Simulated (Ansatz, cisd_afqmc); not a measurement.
System: GeNH3, charge 0, singlet. GeNH3 (SMILES [GeH][NH2]).
B3LYP-D3(BJ)/def2-TZVP minimum from Ansatz (a first-principles code):
```xyz
5

Ge    -0.1463     0.2385     0.3114
H     -0.4817     1.3537    -0.7957
N      0.5270    -0.9169    -0.9367
H      0.5862    -0.7430    -1.9282
H      0.8880    -1.8240    -0.6840
```

Total energies in cc-pVDZ, 12 correlated electrons, 15 frozen orbitals. Open shells are spin-unrestricted; no spin-orbit coupling. Correlated methods leave the cores frozen (noble-gas shells, and filled d and f shells in the p block). No relativity. AFQMC is phaseless with a CISD trial state; ± is one standard error, without the phaseless bias. Outlying blocks are dropped, and bars are widened where a walk drifts. Over all cases where full CI ran beside it in this data, AFQMC minus full CI had a median of +0.1 mEh and passed +0.4 mEh in a tenth of the cases.

```json
[
 {"method": "HF", "program": "Ansatz", "energy (Eh)": "-2131.52044", "minus CCSDTQ (mEh)": "296.24"},
 {"method": "MP2", "program": "Ansatz", "energy (Eh)": "-2131.77942", "minus CCSDTQ (mEh)": "37.26"},
 {"method": "CCSD", "program": "Ansatz", "energy (Eh)": "-2131.80690", "minus CCSDTQ (mEh)": "9.78"},
 {"method": "CCSD(T)", "program": "Ansatz", "energy (Eh)": "-2131.81523", "minus CCSDTQ (mEh)": "1.45"},
 {"method": "CCSDT(Q)", "program": "Ansatz", "energy (Eh)": "-2131.81678", "minus CCSDTQ (mEh)": "-0.10"},
 {"method": "CCSDTQ", "program": "Ansatz", "energy (Eh)": "-2131.81668", "minus CCSDTQ (mEh)": "0.00"},
 {"method": "AFQMC/CISD", "program": "cisd_afqmc", "energy (Eh)": "-2131.8162 ± 0.0004", "minus CCSDTQ (mEh)": "0.5 ± 0.4"}
]
```

Rough core times of Ansatz's runs on a shared machine: CCSD(T) under 20 s, CCSDT(Q) under 20 s, CCSDTQ 20 min.
